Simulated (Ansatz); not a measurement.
`NB([SiH3])C[SiH3]` + `C[SiH](F)S` → `F[SiH]([SiH3])S` + `CB(N)C[SiH3]`  (redistribution)

Isolated molecules relaxed with PBE0-D4/def2-TZVP in Ansatz; ΔE leaves out vibrations. CBS: MP2 limit from def2 TZ/QZ plus the TZ coupled-cluster correction, frozen cores. Functionals use def2-TZVPP. B3LYP here is the variant with VWN-RPA as its local correlation; programs differ in this. Each species was taken in one conformer, which may not be the lowest.

`NB([SiH3])C[SiH3]`:

Cartesian coordinates in Å:
```
N -1.785 0.753 -0.127
B -0.512 0.293 -0.461
Si 0.813 1.618 -1.235
C -0.122 -1.204 -0.200
Si 0.605 -1.407 1.520
H -2.076 1.709 -0.239
H -2.503 0.159 0.259
H 1.192 1.236 -2.628
H 0.257 3.003 -1.289
H 2.077 1.672 -0.446
H 0.633 -1.566 -0.905
H -0.985 -1.878 -0.260
H 1.759 -0.492 1.724
H 1.070 -2.804 1.740
H -0.425 -1.093 2.548
```

`C[SiH](F)S`:

Z-matrix (Å, degrees):
```
C
Si 1 1.851
H 1 1.092 2 110.4
H 1 1.093 2 110.9 3 120.2
H 1 1.093 2 110.3 3 -120.1
F 2 1.602 1 107.5 3 177.3
S 2 2.125 1 112.7 3 -60.4
H 2 1.481 1 113.7 3 58.6
H 7 1.344 2 94.5 1 -44.6
```

`F[SiH]([SiH3])S`:

Cartesian coordinates in Å:
```
F 1.616 -1.526 0.288
Si 0.920 -0.293 -0.468
Si -1.345 -0.253 0.111
S 1.846 1.553 0.030
H 1.189 -0.455 -1.917
H -2.040 0.742 -0.747
H -1.976 -1.588 -0.064
H -1.462 0.163 1.535
H 1.254 1.658 1.233
```

`CB(N)C[SiH3]`:

Z-matrix (Å, degrees):
```
C
B 1 1.576
H 1 1.096 2 109.9
H 1 1.093 2 114.1 3 -120.9
H 1 1.095 2 111.1 3 116.8
N 2 1.399 1 119.9 3 115.1
C 2 1.576 1 120.8 3 -66.5
H 6 1.005 2 122.8 1 0.9
H 6 1.006 2 123.6 1 -180.0
Si 7 1.873 2 111.1 1 -89.1
H 7 1.096 2 112.7 1 151.0
H 7 1.095 2 111.4 1 29.9
H 10 1.489 7 111.0 2 54.4
H 10 1.490 7 111.6 2 174.8
H 10 1.489 7 110.4 2 -65.2
```

| level | ΔE (kJ/mol) |
| --- | --- |
| B3LYP | -7.7 |
| MP2/def2-TZVPP | -1.7 |

Task: What does CCSD(T)/CBS give? (Estimate.)

Result: Ansatz gave: -4.4 kJ/mol. The listed levels differ from it by -3.3, 2.7 kJ/mol.

Largest T1 diagnostic among the species: 0.013.

In def2-TZVPP, CCSD(T) changes the Hartree–Fock value by +4.0 kJ/mol (the triples alone add +0.8 kJ/mol) and MP2 by +5.6 kJ/mol.
